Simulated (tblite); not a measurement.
H$_{6}$AlO$_{2}$Si$_{2}$ (SMILES [SiH3][O][Al+][O][SiH3]), charge +1, singlet, at a GFN2-xTB geometry (such geometries of metal compounds can be far from the true shape); tblite with GFN1-xTB.

Here is a job for tblite.
```
$ tblite run mol.xyz --method gfn1 --charge 1 --spin 0 --json tblite.json --no-restart

# file mol.xyz
11

Al     0.00000000    -0.00000000    -0.00000000
O     -1.35076414     0.16845009     0.86244077
Si    -2.81839043     0.35147375     1.79949611
H     -2.60943543    -0.64800399     2.84364877
H     -3.83169504     0.04015784     0.79492213
H     -2.71613638     1.74982381     2.20819395
O      1.35076414    -0.16845009    -0.86244077
Si     2.81839043    -0.35147375    -1.79949611
H      2.37190485    -1.27348421    -2.84037077
H      3.72579932    -0.89679443    -0.79346074
H      3.05956268     1.02830098    -2.21293335
```

The log (banner, timings and long lists left out):

```
xTB calculator
 | screened Coulomb repulsion
 | Coulomb electrostatics
 |  * isotropic Klopman-Ohno-Mataga-Nishimoto electrostatics
 |  * onsite third-order electrostatics
 | DFT-D3(BJ) dispersion correction

halogen bonding energy    0.0000000000000E+00 Eh
repulsion energy          1.0619830875707E-01 Eh
dispersion energy        -3.3925416660307E-03 Eh
number of electrons       2.8000000000000E+01 e
integral cutoff           4.0000000000000E+01 bohr

------------------------------------------------------------
  cycle        total energy    energy error   density error
------------------------------------------------------------
      1     -16.70547826059  -1.6808284E+01   6.5087012E-01
      2     -17.40799032456  -7.0251206E-01   2.4172622E-01
      3     -17.41018633283  -2.1960083E-03   1.3798971E-01
      4     -17.40442950013   5.7568327E-03   4.8254532E-02
      5     -17.41566123250  -1.1231732E-02   2.0349090E-02
      6     -17.41718656994  -1.5253374E-03   5.8243252E-03
      7     -17.41706963703   1.1693291E-04   7.6055428E-03
      8     -17.41733596317  -2.6632614E-04   2.9127867E-04
      9     -17.41733611493  -1.5175878E-07   2.2229768E-04
     10     -17.41733634611  -2.3118671E-07   6.1029037E-06
------------------------------------------------------------

electronic energy        -1.7520142113203E+01 Eh
total energy             -1.7417336346112E+01 Eh

Post processing:
 | Mayer-Wiberg bond orders

[Info] JSON dump of results written to 'tblite.json'
```
